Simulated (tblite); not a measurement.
C6H9NSi.
Atom-mapped SMILES: `[N:1]#[C:2][CH2:3][C@@H:4]1[CH:5]=[CH:6][CH2:7][SiH2:8]1` (hydrogens: H9, H10 on C3; H11 on C4; H12 on C5; H13 on C6; H14, H15 on C7; H16, H17 on Si8)

A start from a force field or distance geometry was refined with GFN2-xTB geometry optimisation, gas phase in tblite 0.8.0. Values at the start:

```
  coordinate    start
       N1≡C2  1.162 Å
       C2–C3  1.461 Å
       C3–C4  1.530 Å
       C3–H9  1.112 Å
      C3–H10  1.100 Å
       C4–C5  1.474 Å
      C4–Si8  1.871 Å
       C5=C6  1.278 Å
      C5–H12  1.126 Å
       C6–C7  1.468 Å
      C6–H13  1.136 Å
      C7–Si8  1.870 Å
      C7–H14  1.102 Å
      C7–H15  1.106 Å
     Si8–H16  1.477 Å
     Si8–H17  1.457 Å
    N1–C2–C3   178.2°
    C2–C3–C4   111.7°
    C3–C4–C5   106.3°
   C3–C4–Si8   109.2°
    C4–C5–C6   119.4°
   C5–C4–Si8   100.6°
    C5–C6–C7   119.5°
   C6–C7–Si8   100.9°
 C3–C4–C5–C6    -131°
C3–C4–Si8–C7     133°
C5–C6–C7–Si8      16°
C6–C7–Si8–C4     -21°
```

Task: How do these coordinates change at the GFN2-xTB level?

Result: 
```csv
coordinate,GFN2-xTB (Å or °),change
C6–H13,1.081,-0.055
C4–Si8,1.920,+0.049
C5–H12,1.081,-0.045
C5=C6,1.321,+0.043
C7–Si8,1.905,+0.035
C6–C7,1.501,+0.033
C4–C5,1.504,+0.030
C2–C3,1.439,-0.022
C3–H9,1.094,-0.018
N1≡C2,1.144,-0.018
C7–H15,1.091,-0.015
Si8–H16,1.463,-0.014
C7–H14,1.092,-0.010
C3–C4,1.540,+0.010
Si8–H17,1.466,+0.009
C3–H10,1.094,-0.006
C3–C4–Si8,113.9,+4.7
C3–C4–C5,110.6,+4.3
C6–C7–Si8,104.4,+3.5
C5–C4–Si8,103.9,+3.3
C2–C3–C4,110.8,-0.9
C4–C5–C6,119.1,-0.3
C5–C6–C7,119.2,-0.3
N1–C2–C3,178.4,+0.2
C6–C7–Si8–C4,0,+21
C5–C6–C7–Si8,1,-15
C3–C4–Si8–C7,121,-12
C3–C4–C5–C6,-123,+8
```

The energy falls by 46.7 kJ/mol over 111 L-BFGS steps, the largest force on an atom goes from 4.21 to 0.008 eV/Å, and the atoms move by 0.286 Å rms after alignment. The bond that changes most is C6–H13 (alkene CH carbon to vinylic hydrogen), which shortens by 0.055 Å. Bonds longer at the end by more than 0.005 Å: 7 of 17; shorter: 9. Among the dihedrals that turn most is H15–C7–Si8–C4, from 91° to 119°. Rotational constants go from 3979, 1096, 904.6 to 3749, 1065, 878.7 MHz.

On one thread, Arm Neoverse V1 (aarch64), shared host with 32 logical CPUs at a one-minute load of 23, this took 0.8 s.

Its GFN2-xTB frequencies are all real (lowest 45 cm⁻¹). The numbers are those of one conformer. 3 starts were optimised and ended at 0.00, 0.02 and 0.04 kcal/mol (GFN2-xTB); the lowest of these is shown.

All values are computed, not measured.
